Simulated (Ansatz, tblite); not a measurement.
Adding an electron: Ag₃S⁺ (the lowest singlet isomer of a short search). Total charge 1; singlet. Geometry: B3LYP-D4/def2-SVP. Ansatz, gas phase; energy differences of separate SCF runs; the reduced species was run as a doublet alone.

```xyz
4

Ag    1.310    1.550    0.598
Ag    0.755   -1.976   -0.052
Ag   -2.074    0.267    0.325
S     0.009    0.159   -0.871
```

In the def2 sets Ag takes a core potential; there is no spin–orbit coupling. The xTB rows come from tblite. The structure comes from a short search, and lower isomers may exist.

| level | −HOMO (eV) | −LUMO (eV) | vertical EA (eV) | HOMO–LUMO gap (eV) |
| --- | --- | --- | --- | --- |
| GFN2-xTB | 15.11 | 11.59 | 9.24 | 3.53 |
| PBE-D4/def2-TZVP | 10.49 | 7.91 | 5.85 | 2.58 |
| PBE0-D4/def2-TZVP | 11.26 | 6.86 | 5.44 | 4.39 |

Q: Estimate the rows for GFN1-xTB, r2SCAN-D4/def2-TZVP.

A: 
| level | −HOMO (eV) | −LUMO (eV) | vertical EA (eV) | HOMO–LUMO gap (eV) |
| --- | --- | --- | --- | --- |
| GFN1-xTB | 15.80 | 13.42 | 10.30 | 2.38 |
| r2SCAN-D4/def2-TZVP | 10.49 | 7.57 | 5.66 | 2.92 |

 Raw xTB energy differences between charge states are shifted by several eV; the methods need an empirical correction for them.
